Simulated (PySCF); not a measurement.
Basis and Hamiltonian dependence of the electron affinity of Cr

Cr⁻ [Ar] 3d5 4s2 (6S) → Cr [Ar] 3d5 4s1 (7S). Calculated with PySCF 2.14 from differences of total energies of unrestricted determinants, without spin-orbit coupling. Values in eV.

```csv
basis,Hamiltonian,functions,UHF,r2SCAN,PBE0,MP2 (valence),CCSD(T) (valence),CCSD(T) (valence and next inner shell)
aug-cc-pVDZ,non-relativistic,59,-0.282,0.337,0.323,0.119,0.575,n/a
aug-cc-pVDZ-DK,spin-free X2C,59,-0.282,0.351,0.338,0.123,0.598,n/a
ANO-RCC-VTZP,spin-free X2C,59,-0.928,-0.073,-0.042,-0.161,0.247,0.256
def2-TZVPPD,non-relativistic,67,-0.740,0.128,0.142,-0.012,0.397,0.398
"x2c-TZVPPall with one added diffuse shell each of s, p, d, f type",spin-free X2C,80,-0.317,n/a,n/a,0.140,0.604,0.608
aug-cc-pVTZ-DK,spin-free X2C,93,-0.284,0.329,0.315,0.133,0.619,n/a
aug-cc-pVTZ,non-relativistic,93,-0.284,0.314,0.300,0.129,0.596,n/a
def2-QZVPPD,non-relativistic,93,-0.548,0.214,0.215,0.104,0.499,n/a
dyall-av2z,non-relativistic,101,-0.236,0.331,0.313,0.107,0.575,n/a
aug-cc-pwCVTZ-DK,spin-free X2C,127,-0.283,0.329,0.316,0.135,n/a,n/a
aug-cc-pwCVTZ,non-relativistic,127,-0.283,0.314,0.301,0.131,n/a,0.597
aug-cc-pVQZ-DK,spin-free X2C,140,-0.246,0.331,0.316,0.121,n/a,n/a
aug-cc-pwCVQZ,non-relativistic,185,-0.245,n/a,n/a,n/a,n/a,n/a
```

Problem. Estimate the row for aug-cc-pV5Z (non-relativistic, 202 functions).

Solution. From the rows with the same Hamiltonian and similar size; the calculation gives UHF -0.24; r2SCAN 0.32; PBE0 0.31; MP2 (valence) 0.12 (eV).

Extrapolation of MP2 (valence) from aug-cc-pVTZ-DK and aug-cc-pVQZ-DK: the correlation parts are 0.417 and 0.367 eV; with the X⁻³ form and unrounded values, (4³ × 0.367 − 3³ × 0.417)/(4³ − 3³) = 0.330 eV, and adding the Hartree-Fock value -0.246 eV of the larger basis gives 0.084 eV.

Frozen in the all-electron rows: valence: [Ar]; valence and next inner shell: [Ne].

At UHF, ANO-RCC-VTZP, def2-TZVPPD lie more than 0.3 eV from the median of the rows with comparable relativity. Of these, ANO-RCC-VTZP has no diffuse functions of the l that the added or promoted electron needs.

Non-relativistic rows lack the scalar-relativistic shift.

In most of these bases the highest occupied level of the anion is positive at UHF, r2SCAN, PBE0, so the basis helps to hold the electron.

Reference for a calculation without spin-orbit coupling: 0.676 eV (measured; photodetachment measurements, as compiled on the Wikipedia data page of electron affinities).
